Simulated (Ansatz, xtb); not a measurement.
**Relative energy of two isomers of C5H7NO**

Structure X: `C=CNC(=O)C=C`, a singlet. Structure Y: `C=CC(=O)/N=C/C`, a singlet. Both are isolated molecules in the gas phase, relaxed with B3LYP/def2-SVP, each in the lowest conformer that the search found.

Quicker runs give these differences E(Y) − E(X): GFN2-xTB +28.3 kJ/mol; HF/STO-3G −27.7 kJ/mol (at GFN2-xTB geometries); r2SCAN-D4/def2-SVP +40.3 kJ/mol (at GFN2-xTB geometries).

**Question.** Which of the two would you expect CCSD(T)/def2-SVP + ΔMP2/def2-TZVPP electronic energies to favour?

**Answer.** Structure X; the calculation gives E(Y) − E(X) = +20.6 kJ/mol.

How the difference moves with the method:

```tsv
level	geometry	E(Y) − E(X) (kJ/mol)	departure from the last row (kJ/mol)	job, with rough time for the two
GFN2-xTB	GFN2-xTB	+28.3	+7.7	optimisation, 0.12 s
HF/STO-3G	GFN2-xTB	−27.7	−48.3	single point, 0.36 s
r2SCAN-D4/def2-SVP	GFN2-xTB	+40.3	+19.7	single point, 2.7 s
B3LYP/def2-SVP	B3LYP/def2-SVP	+29.1	+8.6	optimisation, 56 s
HF/def2-SVP	B3LYP/def2-SVP	+22.0	+1.4	part of the CCSD(T) run
MP2/def2-SVP	B3LYP/def2-SVP	+18.6	−2.0	part of the CCSD(T) run
CCSD(T)/def2-SVP	B3LYP/def2-SVP	+16.1	−4.5	single point
CCSD(T)/def2-SVP + ΔMP2/def2-TZVPP	B3LYP/def2-SVP	+20.6		single point, 44 s
```

As drawn, Y has 1 C–C, 1 C=N, 1 C–H in place of 1 C=C, 1 C–N, 1 N–H.

HF/STO-3G puts the two in the other order. The largest departure from CCSD(T)/def2-SVP + ΔMP2/def2-TZVPP is that of HF/STO-3G, 48.3 kJ/mol. The last row adds to CCSD(T) the change of the MP2 difference between the two basis sets, here +4.5 kJ/mol.

With thermal terms from frequencies at re-optimised GFN2-xTB minima (ideal gas, soft modes damped towards free rotors, one conformer each, 298.15 K, 1 atm): the zero-point term adds −2.6 kJ/mol; ΔH is +19.2 and ΔG +15.3 kJ/mol.

The correlated steps freeze 7 core orbitals. Run with Ansatz 0.2.0, xtb 6.7.1; the last row on 2 threads of Intel(R) Xeon(R) 6975P-C (Granite Rapids) on a shared host.
